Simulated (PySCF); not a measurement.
# Copper: a sound run and one with changed settings

Sound run: Cu [Ar] 3d10 4s1, Cu⁺ [Ar] 3d10. All numbers are calculated (PySCF 2.14, the spin-free X2C one-electron Hamiltonian (Gaussian nucleus), in cc-pVTZ-DK (7s6p4d2f1g, 68 functions)). In the sound run the correlated levels freeze [Ar]. The sound run starts from symmetry-adapted Hartree-Fock orbitals and uses a fine grid where one is needed.

Changed run: a valence shell is frozen. This setting is unsound on purpose.

Ionisation energy of Cu:

| method | sound run (eV) | changed run (eV) |
| --- | --- | --- |
| UHF | 6.574 | 6.574 |
| MP2 | 7.475 | 6.574 |
| SCS-MP2 | 7.326 | 6.574 |
| CCSD | n/a | 6.574 |
| CCSD(T) | n/a | 6.574 |
| CCSDT | n/a | 6.574 |
| FCI | n/a | 6.574 |

Freezing a valence shell removes pair correlation that changes on ionisation.

For comparison, NIST gives 7.726 eV between the lowest levels.
